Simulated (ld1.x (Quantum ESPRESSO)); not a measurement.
# An all-electron radial function and its pseudo partner (W (Z = 74))

Columns: radius, all-electron u(r) and pseudo u(r) of the 6p shell (level -13.00 eV) of tungsten in the configuration [Xe] 4f14 5d4 6s0 6p0; PBE, scalar-relativistic, TM scheme, ld1.x (Quantum ESPRESSO) 7.5.

| r (bohr) | all-electron | pseudo |
| --- | --- | --- |
| 0.143 | -0.1200 | 0.0022 |
| 0.285 | 0.1088 | 0.0086 |
| 0.428 | 0.1545 | 0.0194 |
| 0.570 | -0.0153 | 0.0342 |
| 0.713 | -0.1882 | 0.0531 |
| 0.855 | -0.2820 | 0.0757 |
| 0.998 | -0.2954 | 0.1022 |
| 1.140 | -0.2490 | 0.1321 |
| 1.283 | -0.1652 | 0.1658 |
| 1.425 | -0.0633 | 0.2028 |
| 1.568 | 0.0451 | 0.2435 |
| 1.710 | 0.1499 | 0.2873 |
| 1.853 | 0.2476 | 0.3343 |
| 1.995 | 0.3339 | 0.3831 |
| 2.138 | 0.4087 | 0.4325 |
| 2.280 | 0.4705 | 0.4799 |
| 2.423 | 0.5206 | 0.5232 |
| 2.565 | 0.5587 | 0.5591 |
| 2.708 | 0.5866 | 0.5867 |
| 2.850 | 0.6048 | 0.6048 |
| 2.992 | 0.6146 | 0.6146 |
| 3.135 | 0.6171 | 0.6171 |
| 3.278 | 0.6134 | 0.6134 |
| 3.420 | 0.6043 | 0.6043 |
| 3.563 | 0.5908 | 0.5908 |
| 3.705 | 0.5738 | 0.5738 |

(1) How many radial nodes do the two functions have?

(2) At about which radius was the pseudo-wave matched?

(3) Where does each function peak?

(4) Is the pseudo-wave norm-conserving?

## Answers

(1) The all-electron 6p function has n − l − 1 = 4 (the table is too coarse to show those close to the nucleus); the pseudo-wave has 0, since the states of the same l below it are removed with the core.

(2) 2.85 bohr. The columns agree to 0.0005 from 2.56 bohr on; several derivatives are matched, so the curves merge somewhat inside the radius.

(3) Outermost all-electron maximum near 3.13 bohr, pseudo maximum near 3.13 bohr (to the table’s step).

(4) Yes: the TM scheme keeps the norm inside the radius equal to the all-electron one, which fixes the energy derivative of the logarithmic derivative at the level.
